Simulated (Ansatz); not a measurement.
AlFH₂O₂ (`[OH][Al]([OH])[F]`). Total charge 0; spin multiplicity 1. All single points use the PBE0-D4/def2-TZVP geometry. It is one conformer, not always the lowest.

```xyz
6

O     1.239   -0.409    0.936
Al   -0.137   -0.066    0.036
O    -0.006    1.000   -1.256
F    -1.584   -0.759    0.412
H     1.235   -1.005    1.682
H    -0.747    1.239   -1.809
```

(1) What is the dipole moment at PBE/def2-TZVPP? (An estimate is asked.)

(2) And with r2SCAN, B3LYP, ωB97M-V? (An estimate is asked.)

(3) Give the Mulliken charges with PBE, ωB97M-V, r2SCAN in def2-TZVPP. (An estimate is asked.)

## Answers

(1) The calculation gave: 0.65 D, with components (-0.57, -0.27, 0.15) D in this frame, pointing from negative to positive charge.

(2) The calculation gave: r2SCAN 0.71 D, B3LYP 0.74 D, ωB97M-V 0.77 D.

(3) Computed: 
```json
{"atom": "O1", "PBE": "-0.36", "ωB97M-V": "-0.39", "r2SCAN": "-0.42"}
{"atom": "Al2", "PBE": "0.69", "ωB97M-V": "0.80", "r2SCAN": "0.83"}
{"atom": "O3", "PBE": "-0.36", "ωB97M-V": "-0.39", "r2SCAN": "-0.42"}
{"atom": "F4", "PBE": "-0.32", "ωB97M-V": "-0.36", "r2SCAN": "-0.37"}
{"atom": "H5", "PBE": "0.18", "ωB97M-V": "0.17", "r2SCAN": "0.19"}
{"atom": "H6", "PBE": "0.18", "ωB97M-V": "0.17", "r2SCAN": "0.19"}
```

B3LYP here is the variant with VWN-RPA as its local correlation; programs differ in this.
